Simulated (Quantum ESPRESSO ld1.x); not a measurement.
Results of a calculation; reference values are marked as such.
Question: These are the eigenvalues of the occupied orbitals of an atom or ion with whole-number occupations (eV). Level of theory: non-relativistic Kohn-Sham, LDA (Slater exchange, VWN5 correlation), spin-unpolarised, spherical densities, point nucleus (ld1.x of Quantum ESPRESSO 7.5).

orbital  eigenvalue
1s       -22399.072
2s        -3233.681
2p        -3003.740
3s         -619.718
3p         -528.563
3d         -359.996
4s         -129.389
4p         -101.050
4d          -55.389

Which element is it, and in what charge state? The configuration may be excited.

Answer: Z = 45, rhodium, charge +4: Rh4+ in [Kr] 4d5. The list shows which subshells hold electrons but not how many an open one holds; the 1s level, -823.15 hartree, gives Z - s = 40.6 by -(Z - s)^2/2, which with screening narrows Z to a few neighbours, and the depths of the outer levels then fix element, charge and occupations together.
